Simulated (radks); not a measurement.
The numbers below are computed, except where a source is named.
Question: Ru, 44 electrons, occupied as [Kr] 4d7 5s1 (the NIST ground configuration). Level of theory: non-relativistic Kohn-Sham, TPSS, spin-polarised, spherical densities, point nucleus; open shells are filled with parallel spins first (spin-orbit coupling, left out, can overturn this in heavy ions); meta-GGA in the generalised Kohn-Sham scheme; relativity is left out, which matters for an element this heavy (a radial shooting solver on a logarithmic mesh with Libxc functionals). Some entries of the table are withheld. Estimate them.

orbital,occ.,eigenvalue (eV),r(max) (bohr),<r^2> (bohr^2)
1s up,1,-21356.41,0.02291,0.001603
1s down,1,-21356.41,0.02291,0.001603
2s up,1,-3014.959,0.1276,0.02672
2s down,1,-3014.589,0.1276,0.02672
2p up,3,-2787.249,0.1003,0.02031
2p down,3,-2786.968,0.1003,0.02031
3s up,1,-530.2657,0.3723,0.1963
3s down,1,-530.1073,0.3724,0.1963
3p up,3,-440.7765,0.3595,0.1934
3p down,3,-440.5609,0.3596,0.1934
3d up,5,-277.0464,0.3016,0.1763
3d down,5,-276.6643,0.3017,0.1761
4s up,1,-72.8128,0.9419,1.253
4s down,1,-70.8496,0.9388,1.245
4p up,3,-46.3757,0.9951,1.502
4p down,3,-44.2643,0.9905,1.491
4d up,5,(1),1.198,3.448
5s up,1,(2),2.806,13.54
4d down,2,(3),1.197,3.677
5s down,0,(4),2.980,16.73

Answer: 
(1) 4d up eigenvalue (eV): -6.2734
(2) 5s up eigenvalue (eV): -4.3217
(3) 4d down eigenvalue (eV): -4.0063
(4) 5s down eigenvalue (eV): -2.7763
